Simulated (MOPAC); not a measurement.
MOPAC input (AM1):

```
AM1 FORCE THERMO(298,298) PRECISE LET CHARGE=1 GEO-OK AUX(PRECISION=9) THREADS=1
C4H9O

C    -2.30744655 1   -0.25651475 1   -0.02821188 1
C    -0.91635609 1    0.30748832 1   -0.16528886 1
C     0.11651026 1   -0.71136012 1    0.27409464 1
C     1.51293948 1   -0.27461158 1    0.18518547 1
O     1.75443459 1    0.92745630 1   -0.25428438 1
H    -2.43532301 1   -1.16654379 1   -0.66333848 1
H    -3.05522765 1    0.50770728 1   -0.35634093 1
H    -2.52706278 1   -0.52800629 1    1.03289808 1
H    -0.81678608 1    1.23609300 1    0.45795576 1
H    -0.72537025 1    0.59978576 1   -1.23240628 1
H    -0.07408930 1   -1.02540548 1    1.34864508 1
H     0.01723022 1   -1.66121510 1   -0.34034160 1
H     2.34455237 1   -0.95382310 1    0.48584146 1
H     2.71629330 1    1.15319078 1   -0.28725645 1
```

From the output:

```
     H   14   0.090782   5.920020

          HEAT OF FORMATION =     126.712822 KCALS/MOLE

          ZERO POINT ENERGY      77.817 KCAL/MOL

           NORMAL COORDINATE ANALYSIS (Total motion = 1 Angstrom)

   Root No.       1         2         3         4         5         6         7         8

                 1 A"      2 A"      3 A"      1 A'      2 A'      4 A"      3 A'      5 A"

                  60.8     124.3     170.8     201.4     382.4     613.7     646.0     766.1

           1    0.0000   -0.0000   -0.0000   -0.0396   -0.0500   -0.0000   -0.0400    0.0000
           2   -0.0000    0.0000    0.0000    0.0424   -0.0536    0.0000   -0.0158   -0.0000
           3   -0.0508    0.0224    0.0059   -0.0000   -0.0000    0.0024   -0.0000   -0.0001
           4   -0.0000    0.0000    0.0000   -0.0353   -0.0482   -0.0000   -0.0230   -0.0000
           5    0.0000   -0.0000   -0.0000   -0.0420    0.0541    0.0000   -0.0257    0.0000
           6    0.0681   -0.0052   -0.0310   -0.0000   -0.0000    0.0032   -0.0000    0.0216
           7   -0.0000    0.0000   -0.0000    0.0031    0.0121    0.0000    0.0648   -0.0000
           8    0.0000   -0.0000    0.0000   -0.0579    0.0291   -0.0000   -0.0348    0.0000
           9    0.0335   -0.0470    0.0152    0.0000   -0.0000   -0.0261    0.0000    0.0275
          10   -0.0000   -0.0000   -0.0000   -0.0038    0.0252    0.0000    0.0645    0.0000
          11    0.0000    0.0000   -0.0000   -0.0084   -0.0194   -0.0000    0.0820   -0.0000
          12    0.0091    0.0672    0.0012    0.0000    0.0000   -0.0197    0.0000   -0.0143
          13    0.0000    0.0000   -0.0000    0.0722    0.0501    0.0000   -0.0473    0.0000
          14   -0.0000   -0.0000    0.0000    0.0427   -0.0037   -0.0000    0.0170   -0.0000
          15   -0.0465   -0.0358    0.0055    0.0000    0.0000   -0.0148   -0.0000   -0.0123
          16   -0.0718    0.0163    0.0196   -0.0092   -0.1008    0.0017   -0.0470   -0.0564
          17    0.0721    0.0381    0.1893    0.0666   -0.0962   -0.0035   -0.0234    0.0026
          18   -0.1234    0.0082   -0.0925   -0.0001    0.0002    0.0053   -0.0003   -0.0296
          19   -0.0000   -0.0000   -0.0000   -0.1024    0.0539   -0.0000   -0.0291    0.0000
          20    0.0000    0.0000    0.0000    0.0652   -0.0930    0.0000   -0.0211   -0.0000
          21    0.0030    0.0739    0.2344   -0.0000    0.0000   -0.0011   -0.0000   -0.0268
          22    0.0718   -0.0163   -0.0196   -0.0092   -0.1008   -0.0017   -0.0470    0.0564
          23   -0.0721   -0.0381   -0.1893    0.0666   -0.0962    0.0035   -0.0234   -0.0026
          24   -0.1234    0.0082   -0.0925    0.0001   -0.0002    0.0053    0.0003   -0.0296
          25    0.0703   -0.0142   -0.0225   -0.0614   -0.0401    0.0102   -0.0530   -0.0560
          26   -0.0502   -0.0237    0.0338   -0.0582    0.0565   -0.0487   -0.0446    0.1158
          27    0.1279    0.0033   -0.0606   -0.0000   -0.0009    0.0391   -0.0001   -0.0810
          28   -0.0703    0.0142    0.0225   -0.0614   -0.0401   -0.0102   -0.0530    0.0560
          29    0.0502    0.0237   -0.0338   -0.0582    0.0565    0.0487   -0.0446   -0.1158
          30    0.1279    0.0033   -0.0606    0.0000    0.0009    0.0391    0.0001   -0.0810
          31   -0.0072    0.0861   -0.0188    0.0006    0.0446   -0.1250    0.0589    0.0199
          32   -0.0211   -0.0636    0.0381   -0.0563    0.0504    0.0794   -0.0505   -0.1049
          33    0.0223   -0.1264    0.0484   -0.0004   -0.0003    0.0905   -0.0062   -0.0555
          34    0.0072   -0.0861    0.0188    0.0006    0.0446    0.1250    0.0589   -0.0199
          35    0.0211    0.0636   -0.0381   -0.0563    0.0504   -0.0794   -0.0505    0.1049
          36    0.0223   -0.1264    0.0484    0.0004    0.0003    0.0905    0.0062   -0.0555
          37   -0.0000   -0.0000    0.0000   -0.0640    0.0231   -0.0000    0.0963    0.0000
          38    0.0000    0.0000   -0.0000    0.0226   -0.0161    0.0000    0.0617   -0.0000
          39    0.0326    0.2304   -0.0083   -0.0000   -0.0000    0.1303    0.0000   -0.0418
          40    0.0000   -0.0000    0.0000    0.0607    0.0464   -0.0000   -0.0247   -0.0000
          41   -0.0000    0.0000   -0.0000    0.1159    0.0259    0.0000   -0.1426    0.0000
          42   -0.0648    0.0468   -0.0006   -0.0000    0.0000    0.3156    0.0000    0.1834

   Root No.       9        10        11        12        13        14        15        16

                 6 A"      7 A"      4 A'      8 A"      5 A'      9 A"     10 A"      6 A'

                 873.7     963.2     977.8    1109.2    1112.0    1164.3    1189.0    1215.5

           1    0.0000    0.0000    0.0208    0.0000    0.0095    0.0000    0.0000   -0.0068
           2   -0.0000   -0.0000    0.0451   -0.0000   -0.0215   -0.0000   -0.0000   -0.0118
           3   -0.0110   -0.0145   -0.0000   -0.0141    0.0000   -0.0187   -0.0454    0.0000
           4    0.0000    0.0000    0.0025   -0.0000   -0.0100   -0.0000   -0.0000    0.0048
           5   -0.0000   -0.0000    0.0280    0.0000    0.0233    0.0000    0.0000    0.0477
           6   -0.0227    0.0006   -0.0000    0.0202   -0.0000    0.0488    0.0300   -0.0000
           7   -0.0000   -0.0000    0.0191    0.0000    0.0408    0.0000   -0.0000   -0.0033
           8    0.0000    0.0000   -0.0452   -0.0000   -0.0249   -0.0000    0.0000   -0.0305
           9    0.0292    0.0122    0.0000   -0.0403    0.0000   -0.0286    0.0125    0.0000
          10   -0.0000    0.0000   -0.0202   -0.0000   -0.0293    0.0000    0.0000    0.0113
          11    0.0000   -0.0000   -0.0078    0.0000   -0.0163   -0.0000   -0.0000    0.0030
          12    0.0048   -0.0287   -0.0000    0.0640   -0.0000   -0.0105   -0.0050   -0.0000
          13    0.0000   -0.0000   -0.0111    0.0000   -0.0197   -0.0000   -0.0000    0.0051
          14   -0.0000    0.0000    0.0028   -0.0000    0.0073    0.0000   -0.0000   -0.0031
          15   -0.0124    0.0129   -0.0000   -0.0108   -0.0000    0.0011    0.0007    0.0000
          16    0.1114    0.0907   -0.1023    0.0611    0.0624    0.0813    0.1533    0.0261
          17    0.0000    0.0008   -0.0702    0.0015    0.0280    0.0003    0.0007    0.0268
          18    0.0450    0.0307    0.0039    0.0159   -0.0007    0.0243    0.0304   -0.0043
          19   -0.0000   -0.0000    0.2849   -0.0000   -0.0868   -0.0000   -0.0000   -0.0655
          20    0.0000    0.0000   -0.0618    0.0000    0.0182    0.0000    0.0000    0.0160
          21    0.0471    0.0314    0.0000    0.0144   -0.0000    0.0314    0.0283   -0.0000
          22   -0.1114   -0.0907   -0.1023   -0.0611    0.0624   -0.0813   -0.1533    0.0261
          23   -0.0000   -0.0008   -0.0702   -0.0015    0.0280   -0.0003   -0.0007    0.0268
          24    0.0450    0.0307   -0.0039    0.0159    0.0007    0.0243    0.0304    0.0043
          25    0.0997    0.0683   -0.0451    0.0099    0.0025    0.0520   -0.2357    0.0590
          26   -0.0367    0.0529   -0.0148    0.0653    0.0326    0.1497   -0.0997    0.0926
          27    0.0492   -0.0028    0.0003   -0.0205   -0.0040   -0.0264   -0.0146   -0.0066
          28   -0.0997   -0.0683   -0.0451   -0.0099    0.0025   -0.0520    0.2357    0.0590
          29    0.0367   -0.0529   -0.0148   -0.0653    0.0326   -0.1497    0.0997    0.0926
          30    0.0492   -0.0028   -0.0003   -0.0205    0.0040   -0.0264   -0.0146    0.0066
          31    0.0691   -0.0942    0.0057   -0.1702    0.1578    0.1026    0.0164   -0.0901
          32   -0.0263   -0.1093   -0.0486   -0.0463    0.0540    0.1329   -0.0056   -0.1304
          33   -0.0240   -0.0190   -0.0037    0.0139   -0.0097    0.0145    0.0026   -0.0253
          34   -0.0691    0.0942    0.0057    0.1702    0.1578   -0.1026   -0.0164   -0.0901
          35    0.0263    0.1093   -0.0486    0.0463    0.0540   -0.1329    0.0056   -0.1304
          36   -0.0240   -0.0190    0.0037    0.0139    0.0097    0.0145    0.0026    0.0253
          37    0.0000   -0.0000   -0.0753    0.0000   -0.1456   -0.0000   -0.0000   -0.0959
          38   -0.0000    0.0000    0.0175   -0.0000    0.0398    0.0000    0.0000    0.0508
          39   -0.1183    0.1754   -0.0000   -0.2053   -0.0000    0.0313    0.0145   -0.0000
          40   -0.0000    0.0000   -0.0156    0.0000   -0.0297   -0.0000   -0.0000    0.0194
          41    0.0000   -0.0000    0.0255   -0.0000    0.0661    0.0000   -0.0000   -0.0961
          42    0.1247   -0.0689   -0.0000   -0.0125   -0.0000    0.0016    0.0034    0.0000

   Root No.      17        18        19        20        21        22        23        24

                 7 A'      8 A'      9 A'     10 A'     11 A'     11 A"     12 A'     13 A'

                1234.7    1249.7    1280.8    1336.7    1380.4    1385.0    1387.2    1397.6

           1    0.0607    0.0162    0.0019   -0.0089   -0.0166    0.0000   -0.0165   -0.0208
           2   -0.0106   -0.0148   -0.0041   -0.0039   -0.0339   -0.0000    0.0040    0.0022
           3    0.0000    0.0000    0.0000   -0.0000    0.0000   -0.0419   -0.0000   -0.0000
           4   -0.0528   -0.0113   -0.0036    0.0302    0.0313    0.0000    0.0387    0.0643
           5    0.0129    0.0192    0.0129   -0.0047    0.0230   -0.0000    0.0516   -0.0101
           6   -0.0000   -0.0000   -0.0000    0.0000    0.0000   -0.0012    0.0000    0.0000
           7   -0.0407    0.0464   -0.0029    0.0184   -0.0119   -0.0000   -0.0215   -0.0172
           8   -0.0014   -0.0065    0.0019    0.0565   -0.0116   -0.0000   -0.0275   -0.0194
           9   -0.0000    0.0000   -0.0000   -0.0000   -0.0000    0.0001   -0.0000   -0.0000
          10    0.0173   -0.0110   -0.0141    0.0036   -0.0017   -0.0000   -0.0056   -0.0054
          11    0.0060    0.0021   -0.0027   -0.0067   -0.0009    0.0000   -0.0017   -0.0036
          12    0.0000   -0.0000   -0.0000    0.0000    0.0000    0.0005   -0.0000   -0.0000
          13    0.0081   -0.0050   -0.0090   -0.0012    0.0007    0.0000    0.0017    0.0012
          14    0.0065   -0.0074    0.0042   -0.0120    0.0034    0.0000    0.0088    0.0082
          15    0.0000    0.0000   -0.0000    0.0000   -0.0000   -0.0001   -0.0000   -0.0000
          16    0.1025    0.0478    0.0136   -0.0192   -0.0430   -0.1286    0.0292   -0.0109
          17    0.0154    0.0083    0.0104   -0.0205    0.2095   -0.2164   -0.0877   -0.0290
          18    0.0085    0.0035   -0.0019    0.0029   -0.1422    0.0486    0.0670    0.0167
          19    0.0418   -0.0393   -0.0091   -0.0463    0.0942   -0.0000   -0.1021   -0.0365
          20   -0.0050    0.0066    0.0015    0.0086   -0.0529    0.0000    0.0331    0.0090
          21    0.0000   -0.0000   -0.0000   -0.0000    0.0000    0.4185   -0.0000   -0.0000
          22    0.1025    0.0478    0.0136   -0.0192   -0.0431    0.1286    0.0292   -0.0109
          23    0.0154    0.0083    0.0104   -0.0205    0.2095    0.2164   -0.0877   -0.0290
          24   -0.0085   -0.0035    0.0019   -0.0029    0.1422    0.0486   -0.0670   -0.0167
          25   -0.1487   -0.0959    0.0049   -0.1108   -0.0442   -0.0047   -0.0244   -0.1626
          26   -0.0287   -0.0146    0.0309   -0.0886   -0.0734   -0.0027   -0.1396    0.1467
          27   -0.0202   -0.0163   -0.0075   -0.0033    0.0237   -0.0033    0.0808   -0.1753
          28   -0.1487   -0.0959    0.0049   -0.1108   -0.0442    0.0047   -0.0244   -0.1626
          29   -0.0287   -0.0146    0.0309   -0.0886   -0.0734    0.0027   -0.1396    0.1467
          30    0.0202    0.0163    0.0075    0.0033   -0.0237   -0.0033   -0.0808    0.1753
          31    0.0380   -0.1518    0.0713   -0.0055    0.0119   -0.0044    0.0216    0.0308
          32   -0.0194    0.0156   -0.1521   -0.1042    0.0205   -0.0033    0.0291    0.0371
          33   -0.0386    0.0864   -0.1195   -0.0815    0.0069   -0.0004    0.0107    0.0138
          34    0.0380   -0.1518    0.0713   -0.0055    0.0119    0.0044    0.0216    0.0308
          35   -0.0194    0.0156   -0.1521   -0.1042    0.0205    0.0033    0.0291    0.0371
          36    0.0386   -0.0864    0.1195    0.0815   -0.0069   -0.0004   -0.0107   -0.0138
          37    0.0025    0.0661    0.2302   -0.1707    0.0278   -0.0000    0.0698    0.0434
          38    0.0121   -0.0334   -0.1152    0.0770   -0.0157    0.0000   -0.0391   -0.0281
```

The dipole moment of an ion depends on the origin.
